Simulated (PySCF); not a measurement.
# A ladder of Hamiltonians for Nd⁵⁸⁺ (neodymium, charge +58)

Occupied: 1s1/2. Hartree-Fock calculated with PySCF 2.14 in an uncontracted even-tempered set (16 s from 13 bohr⁻², ratio 2.7; 12 p from 15 bohr⁻², ratio 2.7), Gaussian nucleus throughout. NR is non-relativistic, sf-X2C the spin-free one-electron X2C Hamiltonian, X2C adds the bare one-electron spin-orbit term, X2C-SNSO screens it by Boettger's factors, DC is four-component Dirac-Coulomb, and the Gaunt and Breit terms are added at first order (total energies over the DC spinors, levels after relaxing the spinors in that mean field). QED terms are absent. Levels marked empty are virtual spinors of this ion.

| level (eV) | NR | sf-X2C | X2C | X2C-SNSO |
| --- | --- | --- | --- | --- |
| 1s1/2 | -47962.3 | -50440.4 | -50440.4 | -50440.4 |
| 2s1/2 (empty) | -11601.1 | -12353.6 | -12353.6 | -12353.6 |
| 2p1/2 (empty) | -11489.3 | -11796.9 | -12227.7 | -12219.7 |
| 2p3/2 (empty) | -11489.3 | -11796.9 | -11612.4 | -11615.3 |
| 3s1/2 (empty) | -5114.3 | -5379.6 | -5379.6 | -5379.6 |

Task: Where do the four-component calculations put these levels?

Result: 1s1/2: DC -50480.5, DC+Gaunt -50399.3, DC+Breit -50399.3; 2s1/2 (empty): DC -12357.8, DC+Gaunt -12348.8, DC+Breit -12349.9; 2p1/2 (empty): DC -12217.3, DC+Gaunt -12198.3, DC+Breit -12201.1; 2p3/2 (empty): DC -11618.4, DC+Gaunt -11608.9, DC+Breit -11611.7; 3s1/2 (empty): DC -5380.8, DC+Gaunt -5378.2, DC+Breit -5378.6 (eV).

```json
{"Hamiltonian": "NR", "E (hartree)": "-3562.4397", "E − E(DC) (hartree)": "188.0586", "CPU seconds": "0.17"}
{"Hamiltonian": "sf-X2C", "E (hartree)": "-3749.0121", "E − E(DC) (hartree)": "1.4862", "CPU seconds": "0.1"}
{"Hamiltonian": "X2C", "E (hartree)": "-3749.0121", "E − E(DC) (hartree)": "1.4862", "CPU seconds": "0.1"}
{"Hamiltonian": "X2C-SNSO", "E (hartree)": "-3749.0121", "E − E(DC) (hartree)": "1.4862", "CPU seconds": "0.1"}
{"Hamiltonian": "DC", "E (hartree)": "-3750.4983", "E − E(DC) (hartree)": "0.0000", "CPU seconds": "1.6"}
{"Hamiltonian": "DC+Gaunt", "E (hartree)": "-3747.4885", "E − E(DC) (hartree)": "3.0098", "CPU seconds": "2.5"}
{"Hamiltonian": "DC+Breit", "E (hartree)": "-3747.4885", "E − E(DC) (hartree)": "3.0098", "CPU seconds": "22"}
```

Weight of the small component: 1s1/2 0.0499, 2s1/2 0.0121, 2p1/2 0.0121, 2p3/2 0.0115, 3s1/2 0.00533.

Koopmans' value for the highest occupied level at DC+Breit: 50399.3 eV, against an ionisation energy of 50339.59 ± 0.06 eV (theoretical estimate listed by NIST; NIST Atomic Spectra Database, ionization energies); the former lacks relaxation, correlation, QED and recoil.

The whole ladder took 27 s of wall time on 1 thread of Neoverse-V2 (shared host), launched as `OMP_NUM_THREADS=1 python relrun2.py TASK.json OUT` (a driver that calls PySCF for each Hamiltonian).
